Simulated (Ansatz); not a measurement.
GeHCl3. The state is a singlet with charge 0. Geometry PBE0-D4/def2-SVP, basis def2-TZVP, Ansatz.

```csv
run,HOMO (eV),LUMO (eV)
A,-8.33,-2.26
B,-8.98,-1.89
C,-7.94,-2.50
D,-12.75,2.42
E,-8.85,-1.91
F,-12.23,0.78
```

LC-ωPBE has ω = 0.4 bohr⁻¹. HSE06 is defined as in plane-wave codes, on full-range PBE exchange.

**Question.** The runs used HF, HSE06, LC-ωPBE, PBE, r2SCAN, r2SCANh. Estimate which is which.

**Answer.** A r2SCAN (0 % exact exchange); B HSE06 (range-separated); C PBE (0 % exact exchange); D HF (100 % exact exchange); E r2SCANh (10 % exact exchange); F LC-ωPBE (range-separated). Exact exchange lowers occupied and raises empty levels; among semilocal functionals meta-GGAs tend to open the gap a little, and such runs are hard to tell apart. The gap grows from 5.43 eV (PBE) to 15.17 eV (HF).
